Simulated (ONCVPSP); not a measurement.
# Building the ONCV potential for O (Z = 8) (LDA (Perdew-Zunger), scalar-relativistic).

Input for ONCVPSP 4.0.1:

```
# ATOM AND REFERENCE CONFIGURATION
# atsym  z   nc   nv     iexc    psfile
  O 8.00    1    2        3      upf
#
#   n    l    f
    1    0    2.00
    2    0    2.00
    2    1    4.00
#
# PSEUDOPOTENTIAL AND OPTIMIZATION
# lmax
    1
#
#   l,   rc,      ep,       ncon, nbas, qcut
    0    0.75    0.00    5   10    7.10
    1    1.50    0.00    4    7   10.30
#
# LOCAL POTENTIAL
# lloc, lpopt,  rc(5),   dvloc0
    4    3    0.65    2.00
#
# VANDERBILT-KLEINMAN-BYLANDER PROJECTORs
# l, nproj, debl
    0    2    3.10
    1    2    4.00
#
# MODEL CORE CHARGE
# icmod, fcfact, rcfact
    0    0.00    0.00
#
# LOG DERIVATIVE ANALYSIS
# epsh1, epsh2, depsh
   -2.00    5.00    0.02
#
# OUTPUT GRID
# rlmax, drl
    6.00    0.01
#
# TEST CONFIGURATIONS
# ncnf
    4
# nvcnf
#   n    l    f
    2
    2    0    2.00
    2    1    3.00
#
    2
    2    0    2.00
    2    1    2.00
#
    2
    2    0    2.00
    2    1    1.00
#
    2
    2    0    1.00
    2    1    4.00
#
```

Command:

```bash
oncvpsp.x < O.dat > O.out
```

Resulting log (shortened: citation, most of the input echo, consistency checks and plot data are left out):

```
ONCVPSP  (Optimized Norm-Conservinng Vanderbilt PSeudopotential)
scalar-relativistic version 4.0.1

#   n    l    f        energy (Ha)
    1    0    2.00    -1.8774795E+01
    2    0    2.00    -8.7291014E-01
    2    1    4.00    -3.3803834E-01

Reference configufation results
  iterations    24
  all-electron total energy (Ha)   -7.45249658D+01

Begin loop to  construct optimized pseudo wave functions
and semi-local pseudopoentials for all angular momenta

   Wellstate for l =  0  n =  4
     eigenvalue =   2.2271
     asymptotic potential =   2.7271
     half-point radius =  3.0807

Calculating optimized projector #   1

 for l=   0

    Fraction of norm inside rc  0.228067
    Optimizing pswf for qcut=   7.12 a_B^-1,  ecut=  25.38 Ha
    Residual kinetic energy error=  1.21D-02 Ha

    Energy error per electron        Cutoff
         Ha          eV             Ha
         0.01000     0.27211       26.69
         0.00100     0.02721      135.80
         0.00010     0.00272      455.30
         0.00001     0.00027      531.11

Calculating optimized projector #   2

 for l=   0

    Fraction of norm inside rc  0.045845
    Optimizing pswf for qcut=   7.12 a_B^-1,  ecut=  25.38 Ha
    Residual kinetic energy error=  5.97D-03 Ha

    Energy error per electron        Cutoff
         Ha          eV             Ha
         0.01000     0.27211       21.43
         0.00100     0.02721      127.79
         0.00010     0.00272      599.54
         0.00001     0.00027      686.87

   Wellstate for l =  1  n =  4
     eigenvalue =   3.6620
     asymptotic potential =   4.1620
     half-point radius =  2.5507

Calculating optimized projector #   1

 for l=   1

    Fraction of norm inside rc  0.707817
    Optimizing pswf for qcut=  10.29 a_B^-1,  ecut=  52.94 Ha
    Residual kinetic energy error=  5.18D-08 Ha

    Energy error per electron        Cutoff
         Ha          eV             Ha
         0.01000     0.27211       24.87
         0.00100     0.02721       32.59
         0.00010     0.00272       38.88
         0.00001     0.00027       43.99

Calculating optimized projector #   2

 for l=   1

    Fraction of norm inside rc  0.195858
    Optimizing pswf for qcut=  10.29 a_B^-1,  ecut=  52.94 Ha
    Residual kinetic energy error=  3.52D-06 Ha

    Energy error per electron        Cutoff
         Ha          eV             Ha
         0.01000     0.27211       29.88
         0.00100     0.02721       38.19
         0.00010     0.00272       45.04
         0.00001     0.00027       50.46

Construct Vanderbilt / Kleinmman-Bylander projectors

B matrix Hermiticity error, ll=   0
   1   2   -1.5322E-04

  Orthonormal projector coefficients  8.3663E+01  7.4799E+00

B matrix Hermiticity error, ll=   1
   1   2   -1.4202E-04

  Orthonormal projector coefficients -2.9527E+00 -9.2556E-01

Pseudoatom total energy  -15.648143

Diagnostic tests using Vanderbilt-Kleinman-Bylander pseudopotentials
  1 or more projectors used as specified by nproj input data

   l    rcore       rmatch      e in        delta e   norm test  slope test

   0   0.7525286   0.7753770  -0.8729101  -0.0000145   1.0000503   1.0000071
   0   0.7525286   0.7753770   2.2270899   0.0000557   1.0002659   1.0002659

   1   1.5062212   1.5519534  -0.3380383  -0.0000025   1.0000236   1.0000330
   1   1.5062212   1.5519534   3.6619617   0.0000611   1.0000717   1.0000717

 Testing for bound ghosts
   n   l    E NL Schr. Eq   E Basis Diag.   E Cutoff

   1   0       -0.872925       -0.746241    786.17

   2   1       -0.338041       -0.334526     97.83

 Testing for highly-localized positive-energy ghosts
       l    <radius>/rc     E Basis Diag.   E Cutoff

Test configuration 0

   n   l     f        eae           eps        diff
   1   0  2.0000  -18.77479519
   2   0  2.0000   -0.87291014   -0.87292461   -1.45D-05
   2   1  4.0000   -0.33803834   -0.33804085   -2.51D-06

    Total energies and differences
      AE_ref= -7.45249658D+01  AE_tst= -7.45249658D+01  dif=  0.00D+00
      PS_ref= -1.56481431D+01  PS_tst= -1.56481431D+01  dif= -1.42D-14
      PSP excitation error=  1.42D-14

Test configuration 1

   n   l     f        eae           eps        diff
   1   0  2.0000  -19.46735965
   2   0  2.0000   -1.44779666   -1.44777385    2.28D-05
   2   1  3.0000   -0.90356538   -0.90129915    2.27D-03

    Total energies and differences
      AE_ref= -7.45249658D+01  AE_tst= -7.39155336D+01  dif=  6.09D-01
      PS_ref= -1.56481431D+01  PS_tst= -1.50394800D+01  dif=  6.09D-01
      PSP excitation error=  7.69D-04

Test configuration 2

   n   l     f        eae           eps        diff
   1   0  2.0000  -20.35450837
   2   0  2.0000   -2.13208622   -2.12901483    3.07D-03
   2   1  2.0000   -1.59310063   -1.58226884    1.08D-02

    Total energies and differences
      AE_ref= -7.45249658D+01  AE_tst= -7.26767761D+01  dif=  1.85D+00
      PS_ref= -1.56481431D+01  PS_tst= -1.38064925D+01  dif=  1.84D+00
      PSP excitation error=  6.54D-03

Test configuration 3

   n   l     f        eae           eps        diff
   1   0  2.0000  -21.42065993
   2   0  2.0000   -2.90693320   -2.89410129    1.28D-02
   2   1  1.0000   -2.39008655   -2.35871964    3.14D-02

    Total energies and differences
      AE_ref= -7.45249658D+01  AE_tst= -7.06936513D+01  dif=  3.83D+00
      PS_ref= -1.56481431D+01  PS_tst= -1.18431251D+01  dif=  3.81D+00
      PSP excitation error=  2.63D-02

Test configuration 4

   n   l     f        eae           eps        diff
   1   0  2.0000  -19.46690188
   2   0  1.0000   -1.45297645   -1.45401883   -1.04D-03
   2   1  4.0000   -0.90660151   -0.90746144   -8.60D-04

    Total energies and differences
      AE_ref= -7.45249658D+01  AE_tst= -7.33702303D+01  dif=  1.15D+00
      PS_ref= -1.56481431D+01  PS_tst= -1.44929658D+01  dif=  1.16D+00
      PSP excitation error= -4.42D-04
```

The run took about 2 s on one core of a shared server CPU.
